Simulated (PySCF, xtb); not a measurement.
SiHCl, SMILES [SiH]Cl (connectivity only; charge and spin as stated), neutral, multiplicity 1.

GFN2-xTB run with xtb 6.7.1 at its own geometry gives an orbital gap of 2.37 eV and a dipole moment of 1.29 D.

The structure is a stationary point at PBE-D3(BJ)/def2-TZVP. The isomer is the one that the SMILES or the coordinates give; other isomers of the formula were not compared.

Problem. What does r2SCAN/def2-TZVPD (PySCF) give? (The exact figures need the calculation; the answer reports its results.)

Solution. gap 2.42 eV (levels -6.18 and -3.76 eV), dipole 0.95 D.
